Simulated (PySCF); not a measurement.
# One molecule, several mistakes: BH7N2Si

These are calculations, not measurements. The program is PySCF 2.14.0, an open-source quantum chemistry code, run on an isolated molecule that a program drew, which may never have been made. The molecule is BH7N2Si (charge 0, singlet), drawn as the SMILES string `BN[SiH2]N`.

Each row is a Hartree-Fock (HF) and frozen-core CCSD(T) single point in the cc-pV(D+d)Z basis, meant for a local HF minimum. Run 1 is clean. Each other run has one planted mistake out of seven kinds, and not every kind appears here: one electron removed, one electron added, multiplicity raised by two, geometry at a saddle point, minimal basis STO-3G, one bond length entered in bohr, all coordinates scaled. The reference is restricted for singlets and unrestricted otherwise, and also for a bond in bohr. Adding or removing an electron swaps singlet and doublet. Electrons count all cores. HOMO and LUMO are orbital energies over both spins, the gradient is its largest component, and the lowest frequency (negative if imaginary) is given only where the gradient is small. Bond lengths are over the 10 bonds as drawn. T1 is the CCSD diagnostic: over 0.02 (restricted) or 0.045 (unrestricted) a single reference is doubtful.

Geometry of the clean run:
```xyz
11
BH7N2Si, angstrom
B    -2.9806   -0.9310    0.4788
N    -1.7425   -0.4763   -0.0015
Si   -0.1496   -0.7198    0.6849
N     0.6561    0.6976    1.2111
H    -3.9892   -0.6751   -0.1262
H    -3.0297   -1.5712    1.4950
H    -1.7796    0.0556   -0.8530
H     0.7266   -1.2984   -0.3564
H    -0.3505   -1.6371    1.8189
H     0.2665    1.2826    1.9261
H     1.2050    1.2373    0.5697
```

| run | electrons | basis functions | <S^2> | HOMO (eV) | LUMO (eV) | gradient (hartree/bohr) | lowest frequency (cm^-1) | mean bond (Å) | longest bond (Å) | T1 | HF (hartree) | CCSD(T) (hartree) | mistake |
|---|---|---|---|---|---|---|---|---|---|---|---|---|---|
| 1 | 40 | 100 | 0.000 | -10.96 | 3.83 | 2.8e-06 | 48 | 1.3234 | 1.751 | 0.0127 | -426.69002 | -427.28389 | no fault |
| 2 | 40 | 100 | 0.782 | -8.82 | 2.33 | 9.8e-03 | - | 1.4550 | 2.794 | 0.0487 | -426.57188 | -427.15929 | one bond length entered in bohr |
| 3 | 40 | 31 | 0.000 | -8.58 | 9.09 | 3.0e-02 | - | 1.3234 | 1.751 | 0.0171 | -421.60730 | -421.83425 | minimal basis STO-3G |
| 4 | 40 | 100 | 0.000 | -10.57 | 3.37 | 5.6e-02 | - | 1.4412 | 1.907 | 0.0162 | -426.61907 | -427.23316 | all coordinates scaled |
| 5 | 39 | 100 | 0.760 | -16.27 | -6.68 | 1.1e-01 | - | 1.3234 | 1.751 | 0.0335 | -426.37048 | -426.92560 | one electron removed |
| 6 | 40 | 100 | 2.020 | -4.74 | -0.58 | 1.4e-01 | - | 1.3234 | 1.751 | 0.0184 | -426.48597 | -427.05027 | ? |

**Which mistake was planted in run 6, and what did it cost?**

Electrons, basis and geometry are unchanged, and <S^2> is 2.020, beside S(S+1) = 2.00 for a multiplicity of 3. So the mistake is: multiplicity raised by two. Subtracting run 1 and multiplying by 627.51 kcal/mol a hartree, the energy moved by 128.0 kcal/mol in HF and 146.6 kcal/mol in CCSD(T).

Cautions from the logs. Run 2: T1 is over the limit, so its CCSD(T) energy is less reliable.
